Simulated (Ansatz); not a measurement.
Geometry optimisation, RHF/def2-SVP (Ansatz).

Input:

```yaml
crystal:
  periodic: [false, false, false]
  atoms:
    - { symbol: Ga, position_ang: [0.0, 0.0, 0.0] }
    - { symbol: H, position_ang: [0.0, 0.0, 1.57] }
    - { symbol: O, position_ang: [1.5501, 0.0, -0.895] }
    - { symbol: H, position_ang: [1.85, -0.9519, -1.0499] }
    - { symbol: H, position_ang: [-1.3596, 0.0, -0.785] }
basis:
  gaussian: { orbitals: def2-SVP }
hamiltonian:
  xc: hf
relax:
  f_tol: 0.02
  max_steps: 40
```

Command:

```bash
$ ansatz run input.yaml --threads 1 --pin off --max-ram 2048MiB --backend cpu --events-out ev --progress --plain --runs-dir out
```

Problem. Where does it end, and by what steps?

Solution. It converged. After 8 steps the energy has fallen by 0.370 eV; O3 moved furthest, 0.55 Å.

```
step  energy less start (eV)  largest force component (eV/Å)  accepted
   0                  0.0000                           3.238       yes
   1                 -0.1375                           1.044       yes
   2                 -0.1659                           0.378       yes
   3                 -0.1745                           0.852       yes
   4                 -0.2031                           0.955       yes
   5                 -0.3189                           0.267       yes
   6                 -0.3634                           0.266       yes
   7                 -0.3690                           0.038       yes
   8                 -0.3696                           0.011       yes
```

```xyz
5
Properties=species:S:1:pos:R:3
Ga -0.090 -0.066 -0.040
H 0.162 -0.055 1.511
O 1.279 -0.432 -1.111
H 2.132 -0.614 -0.753
H -1.443 0.216 -0.767
```

The run took 7.3 s on 1 thread of Arm Neoverse V1, on a shared host, peak memory 0.1 GiB.
